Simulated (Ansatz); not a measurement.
Calculated with Ansatz (gas phase, PBE0-D4/def2-TZVP geometries, no zero-point term in ΔE). CCSD(T)/CBS adds triple-zeta CCSD(T) − MP2 to the extrapolated MP2 energy (def2 sets, frozen cores). This one scheme is used for every species. Functionals use def2-TZVPP. For Br outer-core shells are correlated without core-valence functions, which leaves a few kJ/mol of doubt a bond. Scalar relativity is left out up to krypton. Each species was taken in one conformer, which may not be the lowest.

Reaction (formal exchange of groups at a B–Si bond): `OB(F)[SiH2]Br` + fluoromethane → `OB(F)F` + `C[SiH2]Br`

(1) Is it downhill or uphill in electronic energy at CCSD(T)/CBS, and by how much? (Best estimate.)

(2) What do these levels give: LDA (SPW92), r2SCAN-D4, PBE0-D4, BHLYP-D4, ωB97X-V, B2PLYP, BLYP, r2SCAN, PBE0, BHLYP, CAM-B3LYP, SCS-MP2/def2-TZVPP? (Estimate.)

(3) What do rigid-rotor, harmonic-oscillator terms from PBE0-D4/def2-TZVP frequencies (298.15 K, 1 bar) make of the CCSD(T)/CBS value? (Best estimate.)

Largest T1 diagnostic among the species: 0.012.

## Answers

(1) Ansatz gave: Downhill: ΔE = -258.3 kJ/mol.

(2) The calculation gave: LDA (SPW92) -246.3, r2SCAN-D4 -256.9, PBE0-D4 -248.0, BHLYP-D4 -259.9, ωB97X-V -248.0, B2PLYP -257.9, BLYP -239.5, r2SCAN -257.2, PBE0 -249.1, BHLYP -262.1, CAM-B3LYP -255.1, SCS-MP2/def2-TZVPP -263.9 kJ/mol.

(3) Computed: ΔZPE = -0.6 kJ/mol, ΔH = -260.7 kJ/mol, ΔS = 5 J/(mol·K), ΔG = -262.1 kJ/mol.

From PBE to PBE0 (25 % exact exchange), in def2-TZVPP and without D4, ΔE moves by −12.4 kJ/mol. Leaving LDA and LC-ωPBE aside and taking each functional with its dispersion term where it has one, the values, not all of them listed here, spread over 30.1 kJ/mol, from r2SCAN0-D4 to revPBE-D4. LDA lies −9.6 kJ/mol from PBE without D4.
